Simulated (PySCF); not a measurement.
Can point charges reproduce the dipole moment of `C/C=C/[P@](=O)(C)C(C)C`?

Coordinates (GFN2-xTB, Å) and charges (e) from the PBE0/pcSseg-1 density (PySCF):

| atom | x | y | z | Mulliken | IAO | Hirshfeld | ESP-fitted |
| --- | --- | --- | --- | --- | --- | --- | --- |
| C1 | 3.700 | -0.109 | 0.461 | -0.2037 | -0.4272 | -0.1111 | -0.4623 |
| C2 | 2.339 | -0.542 | 0.044 | -0.1818 | -0.0884 | -0.0102 | +0.2537 |
| C3 | 1.308 | 0.258 | -0.189 | -0.3929 | -0.4612 | -0.1134 | -0.5841 |
| P4 | -0.262 | -0.479 | -0.707 | +0.8879 | +1.5190 | +0.4319 | +0.8562 |
| C5 | -0.679 | 0.396 | -2.269 | -0.4689 | -0.6881 | -0.1650 | -0.6623 |
| O6 | -0.218 | -1.939 | -0.857 | -0.6165 | -0.9374 | -0.3966 | -0.6475 |
| C7 | -1.504 | 0.104 | 0.545 | -0.5401 | -0.3357 | -0.0637 | +0.2786 |
| C8 | -2.883 | -0.365 | 0.108 | -0.2252 | -0.4210 | -0.1186 | -0.4698 |
| C9 | -1.104 | -0.510 | 1.879 | -0.2209 | -0.4209 | -0.1220 | -0.5215 |
| H10 | 3.954 | -0.554 | 1.423 | +0.1336 | +0.1586 | +0.0527 | +0.1358 |
| H11 | 3.766 | 0.973 | 0.542 | +0.1143 | +0.1448 | +0.0460 | +0.1383 |
| H12 | 4.436 | -0.458 | -0.262 | +0.1337 | +0.1590 | +0.0529 | +0.1357 |
| H13 | 2.187 | -1.607 | -0.080 | +0.1319 | +0.1641 | +0.0478 | +0.0727 |
| H14 | 1.372 | 1.332 | -0.090 | +0.1162 | +0.1466 | +0.0435 | +0.2019 |
| H15 | -0.815 | 1.463 | -2.120 | +0.1341 | +0.1543 | +0.0464 | +0.1542 |
| H16 | -1.585 | -0.047 | -2.677 | +0.1571 | +0.1658 | +0.0527 | +0.1891 |
| H17 | 0.137 | 0.221 | -2.968 | +0.1575 | +0.1690 | +0.0514 | +0.1961 |
| H18 | -1.475 | 1.195 | 0.607 | +0.1344 | +0.1342 | +0.0363 | -0.0128 |
| H19 | -3.616 | -0.188 | 0.893 | +0.1208 | +0.1416 | +0.0428 | +0.1255 |
| H20 | -3.210 | 0.155 | -0.791 | +0.1164 | +0.1358 | +0.0385 | +0.0988 |
| H21 | -2.850 | -1.433 | -0.102 | +0.1353 | +0.1538 | +0.0426 | +0.1350 |
| H22 | -0.124 | -0.152 | 2.190 | +0.1250 | +0.1413 | +0.0323 | +0.1079 |
| H23 | -1.054 | -1.593 | 1.774 | +0.1325 | +0.1530 | +0.0416 | +0.1386 |
| H24 | -1.829 | -0.267 | 2.654 | +0.1194 | +0.1391 | +0.0411 | +0.1422 |

Question: Compute μ = Σ q r for each scheme (1 e·Å = 4.803 D) and compare with the dipole of the full density.

Answer: The full density gives (0.67, 3.47, 0.72) D, 3.60 D in size; dipole vectors point from the negative to the positive end.

```
    scheme    μx    μy    μz  size (D)  share of the full size (%)  angle to the full dipole (°)
  Mulliken  0.62  2.81  0.65      2.95                          82                             2
       IAO  0.58  4.45  0.75      4.55                         126                             4
 Hirshfeld  0.79  2.55  0.32      2.69                          75                             8
ESP-fitted  0.66  3.50  0.71      3.63                         101                             0
```

Question: Which set comes closest?

Answer: Length of the difference vector: ESP-fitted 0.03 D, Mulliken 0.66 D, IAO 0.98 D, Hirshfeld 1.00 D. Closest: ESP-fitted. 

Question: What is left for the Hirshfeld atoms' own dipoles?

Answer: The Hirshfeld atoms' densities add up to the full density, so μ = Σ q r + Σ (atomic dipoles). The atomic dipoles sum to (0.67, 3.47, 0.72) − (0.79, 2.55, 0.32) = (-0.12, 0.92, 0.40) D, 1.00 D in size.

Question: With the origin at the mean of the coordinates, (0.000, -0.173, 0.000) Å, which are the largest single terms, by size, of the Hirshfeld dipole along the direction of the full one?

Answer: O6 +3.64, P4 -1.00, C1 -0.45, H11 +0.42, C8 +0.40 D; all 24 atoms together +2.67 D. The single terms depend on the origin, their sum doesn't.

Question: Give the size of the full dipole in other units.

Answer: 3.60 D = 1.418 au = 0.750 e·Å = 12.02 × 10⁻³⁰ C·m.

The structure is a single GFN2-xTB conformer in the gas phase; no vibrational or solvent corrections.

The values belong to the conformer `[CH3:1]/[CH:2]=[CH:3]/[P@@:4]([CH3:5])(=[O:6])[CH:7]([CH3:8])[CH3:9]`: C2–C3–P4–C5 -126°, C3–P4–C7–C8 175°.
